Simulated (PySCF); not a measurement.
BiI3, SMILES [I][Bi]([I])[I].

Geometry: B3LYP-D3(BJ)/def2-SVP. The isomer is the one that the SMILES or the coordinates give; other isomers of the formula were not compared. The def2 effective core potentials stand for the cores of Bi, I; spin–orbit coupling is left out.

Method: TDA-PBE/def2-SVPD in PySCF.

Vertical excitations; the highest root listed may be one member of a degenerate set. The molecule is in vacuum. State labels are in the subgroup Cs.

```json
[
 {"state": "S1", "symmetry": "A\"", "energy (eV)": "2.67", "λ (nm)": "465", "f": "0.000", "main pairs": "HOMO→LUMO 99 %"},
 {"state": "S2", "symmetry": "A'", "energy (eV)": "2.93", "λ (nm)": "423", "f": "0.002", "main pairs": "HOMO−3→LUMO 98 %"},
 {"state": "S3", "symmetry": "A'", "energy (eV)": "2.95", "λ (nm)": "420", "f": "0.012", "main pairs": "HOMO−1→LUMO (degenerate set)"},
 {"state": "S4", "symmetry": "A\"", "energy (eV)": "2.95", "λ (nm)": "420", "f": "0.012", "main pairs": "HOMO−2→LUMO (degenerate set)"},
 {"state": "S5", "symmetry": "A\"", "energy (eV)": "3.12", "λ (nm)": "397", "f": "0.001", "main pairs": "HOMO−4→LUMO (degenerate set)"},
 {"state": "S6", "symmetry": "A'", "energy (eV)": "3.12", "λ (nm)": "397", "f": "0.001", "main pairs": "HOMO−5→LUMO (degenerate set)"},
 {"state": "S7", "symmetry": "A\"", "energy (eV)": "3.40", "λ (nm)": "365", "f": "0.006", "main pairs": "HOMO→LUMO+1, HOMO−3→LUMO+2 (degenerate set)"},
 {"state": "S8", "symmetry": "A'", "energy (eV)": "3.40", "λ (nm)": "365", "f": "0.006", "main pairs": "HOMO→LUMO+2, HOMO−3→LUMO+1 (degenerate set)"},
 {"state": "S9", "symmetry": "A\"", "energy (eV)": "3.40", "λ (nm)": "364", "f": "0.000", "main pairs": "HOMO−1→LUMO+2, HOMO−2→LUMO+1 (degenerate set)"},
 {"state": "S10", "symmetry": "A'", "energy (eV)": "3.49", "λ (nm)": "355", "f": "0.008", "main pairs": "HOMO−1→LUMO+1 40 %, HOMO−2→LUMO+2 40 %, HOMO→LUMO+2 7 %"},
 {"state": "T1", "symmetry": "A\"", "energy (eV)": "2.50", "λ (nm)": "496", "f": "0", "main pairs": "HOMO→LUMO 99 %"},
 {"state": "T2", "symmetry": "A\"", "energy (eV)": "2.57", "λ (nm)": "482", "f": "0", "main pairs": "HOMO−2→LUMO (degenerate set)"},
 {"state": "T3", "symmetry": "A'", "energy (eV)": "2.57", "λ (nm)": "482", "f": "0", "main pairs": "HOMO−1→LUMO (degenerate set)"},
 {"state": "T4", "symmetry": "A'", "energy (eV)": "2.65", "λ (nm)": "467", "f": "0", "main pairs": "HOMO−3→LUMO 99 %"}
]
```
Triplets are in the Tamm–Dancoff approximation.
